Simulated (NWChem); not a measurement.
System: C$_{4}$H$_{7}$N; SMILES C(=C)/C=N/C

The following NWChem deck was run.

```
start job
memory heap 200 mb stack 900 mb global 1100 mb
geometry units angstroms
  C     -1.827656     0.618365     0.871232
  C     -1.453862    -0.308457    -0.004258
  C     -0.076543    -0.502658    -0.424245
  N      0.863999     0.210052     0.025911
  C      2.210488    -0.013171    -0.413520
  H     -1.095237     1.273930     1.309296
  H     -2.854653     0.744760     1.168273
  H     -2.179273    -0.974695    -0.452626
  H      0.087831    -1.309086    -1.156620
  H      2.854959     0.703842     0.093348
  H      2.547354    -1.026418    -0.174909
  H      2.307120     0.122664    -1.495088
end
basis spherical
  * library def2-svp
end
dft
  xc pbe0
  iterations 150
end
driver
  maxiter 120
end
task dft optimize
task dft freq
```

Parts of the log:

```
             Northwest Computational Chemistry Package (NWChem) 7.3.0
             --------------------------------------------------------

 CS  symmetry detected

                             Geometry "geometry" -> ""
                             -------------------------

 Output coordinates in angstroms (scale by  1.889725989 to convert to a.u.)

  No.       Tag          Charge          X              Y              Z
 ---- ---------------- ---------- -------------- -------------- --------------
    1 C                    6.0000     0.65348930    -2.03931832     0.00000000
    2 C                    6.0000    -0.51887736    -1.41421023     0.00000000
    3 C                    6.0000    -0.65380225     0.03247770     0.00000000
    4 N                    7.0000     0.35273055     0.79543703     0.00000000
    5 C                    6.0000     0.17760947     2.21856504     0.00000000
    6 H                    1.0000     1.56790367    -1.47191240     0.00000000
    7 H                    1.0000     0.73012286    -3.11312426     0.00000000
    8 H                    1.0000    -1.44639357    -1.97174203     0.00000000
    9 H                    1.0000    -1.68753072     0.41342846     0.00000000
   10 H                    1.0000     1.16390428     2.68072081     0.00000000
   11 H                    1.0000    -0.37381764     2.55474255    -0.88331384
   12 H                    1.0000    -0.37381764     2.55474255     0.88331384

 Effective nuclear repulsion energy (a.u.)     159.3007721002

      Symmetry information
      --------------------

 Group name             Cs
 Group number              2
 Group order               2
 No. of unique centers    11

                                Z-matrix (autoz)
                                --------

 Units are Angstrom for bonds and degrees for angles

[...]

      ----------------------
      Optimization converged
      ----------------------

  Step       Energy      Delta E   Gmax     Grms     Xrms     Xmax
  ---- ---------------- -------- -------- -------- -------- --------
@    4    -210.92615746 -6.2D-07  0.00007  0.00002  0.00039  0.00097
                                     ok       ok       ok       ok

                                Z-matrix (autoz)
                                --------

 Units are Angstrom for bonds and degrees for angles

[...]

 Rotational Constants
 --------------------
 A=   0.635488 cm-1  (  0.914305 K)
 B=   0.091313 cm-1  (  0.131376 K)
 C=   0.081066 cm-1  (  0.116633 K)

 Temperature                      =   298.15K
 frequency scaling parameter      =   1.0000

 Zero-Point correction to Energy  =   63.636 kcal/mol  (  0.101411 au)
 Thermal correction to Energy     =   67.051 kcal/mol  (  0.106853 au)
 Thermal correction to Enthalpy   =   67.643 kcal/mol  (  0.107797 au)

 Total Entropy                    =   73.298 cal/mol-K
   - Translational                =   38.597 cal/mol-K (mol. weight =  69.0578)
   - Rotational                   =   25.331 cal/mol-K (symmetry #  =        1)
   - Vibrational                  =    9.369 cal/mol-K

 Cv (constant volume heat capacity) =   18.171 cal/mol-K
   - Translational                  =    2.979 cal/mol-K
   - Rotational                     =    2.979 cal/mol-K
   - Vibrational                    =   12.212 cal/mol-K

[normal modes left out]

 ----------------------------------------------------------------------------
 Normal Eigenvalue ||           Projected Infra Red Intensities
  Mode   [cm**-1]  || [atomic units] [(debye/angs)**2] [(KM/mol)] [arbitrary]
 ------ ---------- || -------------- ----------------- ---------- -----------
    1     -236.316 ||    0.000419           0.010         0.408       0.335
    2       -0.000 ||    0.000205           0.005         0.200       0.164
    3       -0.000 ||    0.000001           0.000         0.001       0.001
    4        0.000 ||    0.002357           0.054         2.298       1.885
    5        0.000 ||    0.000127           0.003         0.124       0.102
    6        0.000 ||    0.000085           0.002         0.083       0.068
    7        0.000 ||    0.000105           0.002         0.102       0.084
    8      113.973 ||    0.010435           0.241        10.173       8.345
    9      210.508 ||    0.002952           0.068         2.878       2.361
   10      268.559 ||    0.002989           0.069         2.914       2.390
   11      387.088 ||    0.004249           0.098         4.142       3.398
   12      636.710 ||    0.011159           0.257        10.878       8.924
   13      642.866 ||    0.002314           0.053         2.256       1.851
   14      975.916 ||    0.018164           0.419        17.708      14.526
   15      991.099 ||    0.024271           0.560        23.660      19.409
   16      992.724 ||    0.014046           0.324        13.693      11.232
   17     1018.115 ||    0.003112           0.072         3.034       2.488
   18     1033.873 ||    0.015000           0.346        14.623      11.996
   19     1107.669 ||    0.000697           0.016         0.680       0.558
   20     1130.448 ||    0.003244           0.075         3.162       2.594
   21     1150.988 ||    0.017406           0.402        16.968      13.919
   22     1305.773 ||    0.003251           0.075         3.169       2.600
   23     1391.996 ||    0.002243           0.052         2.187       1.794
   24     1403.558 ||    0.018495           0.427        18.030      14.790
   25     1427.390 ||    0.023266           0.537        22.681      18.606
   26     1458.659 ||    0.009819           0.227         9.572       7.852
   27     1478.202 ||    0.007725           0.178         7.530       6.177
   28     1712.344 ||    0.018471           0.426        18.007      14.771
   29     1784.299 ||    0.041949           0.968        40.894      33.546
   30     3003.022 ||    0.063231           1.459        61.641      50.566
   31     3019.528 ||    0.067803           1.564        66.097      54.221
   32     3098.394 ||    0.021482           0.496        20.941      17.179
   33     3147.207 ||    0.022587           0.521        22.019      18.063
   34     3169.803 ||    0.002891           0.067         2.818       2.312
   35     3193.162 ||    0.012565           0.290        12.249      10.048
   36     3281.708 ||    0.001058           0.024         1.031       0.846
 ----------------------------------------------------------------------------

 ===============================================================================
      Negative Nuclear Hessian Mode    1  Eigenvalue =   -236.32 cm**(-1)
 -------------------------------------------------------------------------------
   Raw step length:  0.493 angstroms ;  The Raw step for this mode is:
    1 C                    6.0000     0.00000002     0.00000031    -0.00788498
    2 C                    6.0000    -0.00000012     0.00000004     0.00165924
    3 C                    6.0000    -0.00000004     0.00000002     0.03894804
    4 N                    7.0000     0.00000011    -0.00000018    -0.03690626
    5 C                    6.0000     0.00000003    -0.00000020     0.00150735
    6 H                    1.0000    -0.00000021     0.00000071     0.00281592
    7 H                    1.0000     0.00000038     0.00000033    -0.02561871
    8 H                    1.0000    -0.00000009    -0.00000001    -0.00005683
    9 H                    1.0000     0.00000001     0.00000019     0.15020202
   10 H                    1.0000    -0.00000017     0.00000011     0.25398940
   11 H                    1.0000     0.23735346     0.02774653    -0.13805493
   12 H                    1.0000    -0.23735359    -0.02774736    -0.13805515

  Geometry after  100.0% step for mode  1; Step length =  0.493 angstroms
   Maximum component (any atom: x,y, or z) displacement:  0.480
    1 C                    6.0000     0.65390965    -2.08217102    -0.00788498
    2 C                    6.0000    -0.51104641    -1.42418825     0.00165924
    3 C                    6.0000    -0.62343872     0.04295052     0.03894804
    4 N                    7.0000     0.38782373     0.80957191    -0.03690626
    5 C                    6.0000     0.17037283     2.23389544     0.00150735
    6 H                    1.0000     1.59560549    -1.52585262     0.00281592
    7 H                    1.0000     0.69374030    -3.17396921    -0.02561871
    8 H                    1.0000    -1.45546229    -1.97861352    -0.00005683
    9 H                    1.0000    -1.66032435     0.44219987     0.15020202
   10 H                    1.0000     1.13164085     2.76739125     0.25398940
   11 H                    1.0000    -0.15829666     2.59204345    -1.02772734
   12 H                    1.0000    -0.63300370     2.53654956     0.75161725

  Geometry after -100.0% step for mode  1; Step length =  0.493 angstroms
   Maximum component (any atom: x,y, or z) displacement:  0.480
    1 C                    6.0000     0.65390961    -2.08217164     0.00788498
    2 C                    6.0000    -0.51104616    -1.42418833    -0.00165924
    3 C                    6.0000    -0.62343863     0.04295048    -0.03894804
    4 N                    7.0000     0.38782350     0.80957226     0.03690626
    5 C                    6.0000     0.17037277     2.23389584    -0.00150735
    6 H                    1.0000     1.59560591    -1.52585405    -0.00281592
    7 H                    1.0000     0.69373954    -3.17396987     0.02561871
    8 H                    1.0000    -1.45546212    -1.97861350     0.00005683
    9 H                    1.0000    -1.66032436     0.44219949    -0.15020202
   10 H                    1.0000     1.13164119     2.76739104    -0.25398940
   11 H                    1.0000    -0.63300357     2.53655040    -0.75161747
   12 H                    1.0000    -0.15829653     2.59204429     1.02772756

  Geometry after   50.0% step for mode  1; Step length =  0.246 angstroms
   Maximum component (any atom: x,y, or z) displacement:  0.240
    1 C                    6.0000     0.65390964    -2.08217118    -0.00394249
    2 C                    6.0000    -0.51104635    -1.42418827     0.00082962
    3 C                    6.0000    -0.62343869     0.04295051     0.01947402
    4 N                    7.0000     0.38782367     0.80957199    -0.01845313
    5 C                    6.0000     0.17037281     2.23389554     0.00075368
    6 H                    1.0000     1.59560559    -1.52585298     0.00140796
    7 H                    1.0000     0.69374011    -3.17396937    -0.01280935
    8 H                    1.0000    -1.45546225    -1.97861351    -0.00002842
    9 H                    1.0000    -1.66032435     0.44219978     0.07510101
   10 H                    1.0000     1.13164094     2.76739120     0.12699470
   11 H                    1.0000    -0.27697339     2.57817019    -0.95869987
   12 H                    1.0000    -0.51432691     2.55042324     0.82064483

  Geometry after  -50.0% step for mode  1; Step length =  0.246 angstroms
   Maximum component (any atom: x,y, or z) displacement:  0.240
    1 C                    6.0000     0.65390962    -2.08217148     0.00394249
    2 C                    6.0000    -0.51104622    -1.42418831    -0.00082962
    3 C                    6.0000    -0.62343865     0.04295049    -0.01947402
    4 N                    7.0000     0.38782356     0.80957217     0.01845313
    5 C                    6.0000     0.17037278     2.23389574    -0.00075368
    6 H                    1.0000     1.59560580    -1.52585369    -0.00140796
    7 H                    1.0000     0.69373973    -3.17396971     0.01280935
    8 H                    1.0000    -1.45546216    -1.97861350     0.00002842
    9 H                    1.0000    -1.66032435     0.44219959    -0.07510101
   10 H                    1.0000     1.13164111     2.76739109    -0.12699470
   11 H                    1.0000    -0.51432684     2.55042366    -0.82064494
   12 H                    1.0000    -0.27697332     2.57817060     0.95869998

  Geometry after   41.7% step for mode  1; Step length =  0.205 angstroms
   Maximum component (any atom: x,y, or z) displacement:  0.200
    1 C                    6.0000     0.65390964    -2.08217120    -0.00328561
    2 C                    6.0000    -0.51104634    -1.42418827     0.00069139
    3 C                    6.0000    -0.62343869     0.04295050     0.01622935
    4 N                    7.0000     0.38782366     0.80957201    -0.01537856
    5 C                    6.0000     0.17037281     2.23389555     0.00062810
    6 H                    1.0000     1.59560561    -1.52585304     0.00117337
    7 H                    1.0000     0.69374008    -3.17396940    -0.01067512
    8 H                    1.0000    -1.45546224    -1.97861351    -0.00002368
    9 H                    1.0000    -1.66032435     0.44219976     0.06258804
   10 H                    1.0000     1.13164095     2.76739119     0.10583545
   11 H                    1.0000    -0.29674674     2.57585869    -0.94719884
   12 H                    1.0000    -0.49455355     2.55273481     0.83214587

  Geometry after  -41.7% step for mode  1; Step length =  0.205 angstroms
   Maximum component (any atom: x,y, or z) displacement:  0.200
    1 C                    6.0000     0.65390963    -2.08217146     0.00328561
    2 C                    6.0000    -0.51104624    -1.42418830    -0.00069139
    3 C                    6.0000    -0.62343865     0.04295049    -0.01622935
    4 N                    7.0000     0.38782357     0.80957216     0.01537856
    5 C                    6.0000     0.17037278     2.23389572    -0.00062810
    6 H                    1.0000     1.59560579    -1.52585363    -0.00117337
    7 H                    1.0000     0.69373976    -3.17396968     0.01067512
    8 H                    1.0000    -1.45546217    -1.97861350     0.00002368
    9 H                    1.0000    -1.66032435     0.44219961    -0.06258804
   10 H                    1.0000     1.13164109     2.76739110    -0.10583545
   11 H                    1.0000    -0.49455349     2.55273516    -0.83214597
   12 H                    1.0000    -0.29674668     2.57585904     0.94719894

  Geometry after   20.8% step for mode  1; Step length =  0.103 angstroms
   Maximum component (any atom: x,y, or z) displacement:  0.100
    1 C                    6.0000     0.65390964    -2.08217126    -0.00164281
    2 C                    6.0000    -0.51104631    -1.42418828     0.00034570
    3 C                    6.0000    -0.62343868     0.04295050     0.00811468
    4 N                    7.0000     0.38782364     0.80957205    -0.00768928
    5 C                    6.0000     0.17037280     2.23389560     0.00031405
    6 H                    1.0000     1.59560565    -1.52585319     0.00058669
    7 H                    1.0000     0.69374000    -3.17396947    -0.00533756
    8 H                    1.0000    -1.45546222    -1.97861351    -0.00001184
    9 H                    1.0000    -1.66032435     0.44219972     0.03129402
   10 H                    1.0000     1.13164099     2.76739117     0.05291772
   11 H                    1.0000    -0.34619842     2.57007781    -0.91843563
   12 H                    1.0000    -0.44510183     2.55851586     0.86090914

  Geometry after  -20.8% step for mode  1; Step length =  0.103 angstroms
   Maximum component (any atom: x,y, or z) displacement:  0.100
    1 C                    6.0000     0.65390963    -2.08217139     0.00164281
    2 C                    6.0000    -0.51104626    -1.42418830    -0.00034570
    3 C                    6.0000    -0.62343866     0.04295049    -0.00811468
    4 N                    7.0000     0.38782359     0.80957212     0.00768928
    5 C                    6.0000     0.17037279     2.23389568    -0.00031405
    6 H                    1.0000     1.59560574    -1.52585348    -0.00058669
    7 H                    1.0000     0.69373984    -3.17396961     0.00533756
    8 H                    1.0000    -1.45546219    -1.97861350     0.00001184
    9 H                    1.0000    -1.66032435     0.44219964    -0.03129402
   10 H                    1.0000     1.13164106     2.76739112    -0.05291772
   11 H                    1.0000    -0.44510180     2.55851604    -0.86090919
   12 H                    1.0000    -0.34619840     2.57007798     0.91843567
```

Level: PBE0/def2-SVP. The optimisation ended at a saddle point (imaginary frequency).
